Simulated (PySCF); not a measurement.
Cl4Se, charge +1, doublet, geometry from GFN2-xTB (a state made from the parent by changing its charge; the spin is typed, not shown lowest), with bond 2-1 at 1.8 times its length; CASSCF(5,5)+NEVPT2/STO-3G (PySCF).

Here is a job for PySCF.
```python
from pyscf import gto, scf, mcscf, mrpt
import numpy

mol = gto.Mole()
mol.atom = '''
    Se   -0.002610    0.002577    0.251600
    Cl    1.880701   -2.348549   -2.051867
    Cl    1.741994    1.406473    0.804295
    Cl   -1.021847    1.282054   -1.076013
    Cl   -1.758602   -1.390076    0.796623
'''
mol.basis = 'sto-3g'
mol.charge = 1
mol.spin = 1
mol.verbose = 4
mol.build()

mf = scf.ROHF(mol)
mf.kernel()
mc = mcscf.CASSCF(mf, 5, 5)
mc.fix_spin_(ss=0.75)
mc.kernel()
occ = numpy.linalg.eigvalsh(mc.fcisolver.make_rdm1(mc.ci, mc.ncas, mc.nelecas))[::-1]
ss = mc.fcisolver.spin_square(mc.ci, mc.ncas, mc.nelecas)[0]
print('natural occupations', occ.round(4), ' <S^2>', round(ss, 4))
e2 = mrpt.NEVPT(mc).kernel()
print('E(NEVPT2) = %.10f' % (mc.e_tot + e2))
```

What the program printed (banner, timings and long lists left out):

```
PySCF version 2.14.0

[INPUT] verbose = 4
[INPUT] num. atoms = 5
[INPUT] num. electrons = 101
[INPUT] charge = 1
[INPUT] spin (= nelec alpha-beta = 2S) = 1
[INPUT] symmetry False subgroup None
[INPUT] Mole.unit = angstrom
[INPUT] Symbol           X                Y                Z      unit          X                Y                Z       unit  Magmom
[...]
nuclear repulsion = 713.627377993777
number of shells = 28
number of NR pGTOs = 162
number of NR cGTOs = 54
basis = sto-3g
ecp = {}

******** <class 'pyscf.scf.rohf.ROHF'> ********
method = ROHF
initial guess = minao
damping factor = 0
level_shift factor = 0
DIIS = <class 'pyscf.scf.diis.CDIIS'>
diis_start_cycle = 1
diis_space = 8
diis_damp = 0
SCF conv_tol = 1e-09
SCF conv_tol_grad = None
SCF max_cycles = 50
direct_scf = True
direct_scf_tol = 1e-13
num. doubly occ = 50  num. singly occ = 1
Set gradient conv threshold to 3.16228e-05
init E= -4186.9198137706
[...]
cycle= 1 E= -4191.02259688891  delta_E= -4.1  |g|= 0.371  |ddm|= 2.35
[...]
cycle= 2 E= -4184.6972071739  delta_E= 6.33  |g|= 0.563  |ddm|= 5.17
[...]
cycle= 3 E= -4191.03190041082  delta_E= -6.33  |g|= 0.201  |ddm|= 5.18

WARN: HOMO -0.342187513206828 >= LUMO -0.470742128183593

cycle= 4 E= -4191.23671256042  delta_E= -0.205  |g|= 0.106  |ddm|= 2.55
[...]
cycle= 5 E= -4191.45804873333  delta_E= -0.221  |g|= 0.0703  |ddm|=  1.9
[...]
cycle= 6 E= -4191.4609373398  delta_E= -0.00289  |g|= 0.0437  |ddm|= 0.0903
[...]
cycle= 7 E= -4191.46284430463  delta_E= -0.00191  |g|= 0.00675  |ddm|= 0.135
[...]
cycle= 8 E= -4191.46290315338  delta_E= -5.88e-05  |g|= 0.00237  |ddm|= 0.0234
[...]
cycle= 9 E= -4191.46291065075  delta_E= -7.5e-06  |g|= 0.00122  |ddm|= 0.00759
[...]
cycle= 10 E= -4191.46291269121  delta_E= -2.04e-06  |g|= 0.000635  |ddm|= 0.00426
[...]
cycle= 11 E= -4191.46291331575  delta_E= -6.25e-07  |g|= 0.000342  |ddm|= 0.00241
[...]
cycle= 12 E= -4191.46291354209  delta_E= -2.26e-07  |g|= 0.000109  |ddm|= 0.00193
[...]
cycle= 13 E= -4191.46291350286  delta_E= 3.92e-08  |g|= 0.000134  |ddm|= 0.00158
[...]
cycle= 14 E= -4191.46291356851  delta_E= -6.57e-08  |g|= 5.86e-05  |ddm|= 0.00155
[...]
cycle= 15 E= -4191.46291358291  delta_E= -1.44e-08  |g|= 1.11e-05  |ddm|= 0.000494
[...]
cycle= 16 E= -4191.46291358323  delta_E= -3.17e-10  |g|= 5.23e-06  |ddm|= 6.46e-05
[...]
Extra cycle  E= -4191.46291358327  delta_E= -4.37e-11  |g|= 3.31e-06  |ddm|= 2.34e-05
converged SCF energy = -4191.46291358327

[...]
CASCI E = -4191.46292146539  S^2 = 0.7500000
CASSCF energy = -4191.51319382729
CASCI E = -4191.51319382729  E(CI) = -5.86963791389917  S^2 = 0.7500000
[...]
2 Cl 1s          0.00001  -0.00026   0.00000  -0.00018   0.00001
2 Cl 2s          0.00015  -0.00120  -0.00000   0.00423  -0.00002
2 Cl 3s          0.00724  -0.16357   0.00006  -0.05136  -0.00080
2 Cl 2px         0.00072   0.00337   0.00000  -0.00803   0.00058
2 Cl 2py        -0.00096   0.00298   0.00000  -0.00569  -0.00092
2 Cl 2pz         0.00049   0.00003   0.00000  -0.00065   0.00090
2 Cl 3px        -0.04693  -0.51793   0.00013   0.58989  -0.02513
2 Cl 3py         0.02316  -0.40676   0.00027   0.41528   0.05213
2 Cl 3pz        -0.01703   0.01786  -0.00022   0.01232  -0.04763
3 Cl 1s          0.00027   0.00000   0.00000  -0.00003   0.00035
3 Cl 2s          0.00145   0.00026  -0.00002   0.00061  -0.00655
3 Cl 3s          0.17925   0.00555   0.00016  -0.00276   0.12766
3 Cl 2px         0.00313   0.00066  -0.00002   0.00081  -0.00593
3 Cl 2py        -0.00407   0.00118   0.00003   0.00060   0.00758
3 Cl 2pz         0.00350   0.00207  -0.00001   0.00214  -0.00779
3 Cl 3px        -0.35234  -0.05745   0.00150  -0.03893   0.32660
3 Cl 3py         0.44782  -0.05466  -0.00189  -0.03741  -0.41681
3 Cl 3pz        -0.41315  -0.15131   0.00108  -0.15387   0.42876
4 Cl 1s         -0.00001   0.00005   0.00000   0.00003   0.00003
4 Cl 2s          0.00013  -0.00080  -0.00000   0.00011  -0.00039
4 Cl 3s         -0.00595   0.02050   0.00006   0.01835   0.00606
4 Cl 2px         0.00056  -0.00079  -0.00000   0.00104   0.00016
4 Cl 2py        -0.00127   0.00035  -0.00000   0.00153  -0.00127
4 Cl 2pz         0.00047   0.00162   0.00000   0.00116   0.00108
4 Cl 3px         0.02555  -0.00446  -0.00005  -0.16733  -0.00740
4 Cl 3py         0.10387  -0.07116   0.00004  -0.18692   0.06866
4 Cl 3pz        -0.01968  -0.10370  -0.00029  -0.06740  -0.05694
<CAS-nat-orb|mo-hf>  49     41      -0.80222619
<CAS-nat-orb|mo-hf>  49     46      -0.42311377
<CAS-nat-orb|mo-hf>  50     40       0.46366264
<CAS-nat-orb|mo-hf>  50     48       0.56951398
<CAS-nat-orb|mo-hf>  51     49       0.94933810
<CAS-nat-orb|mo-hf>  52     52       0.86914724
<CAS-nat-orb|mo-hf>  52     54       0.48554851
<CAS-nat-orb|mo-hf>  53     53       0.99862723
Sr    (-1)',   E = -0.00003437111710
Si    (+1)',   E = -0.00334023051801
Sijrs (0)  ,   E = -0.01502765034217
Sijr  (+1) ,   E = -0.00736843652426
Srsi  (-1) ,   E = -0.00052937749682
Srs   (-2) ,   E = -0.00005999141427
Sij   (+2) ,   E = -0.00399968579342
Sir   (0)' ,   E = -0.00549624211398
Nevpt2 Energy = -0.035855985320027
E(NEVPT2) = -4191.5490498126
```
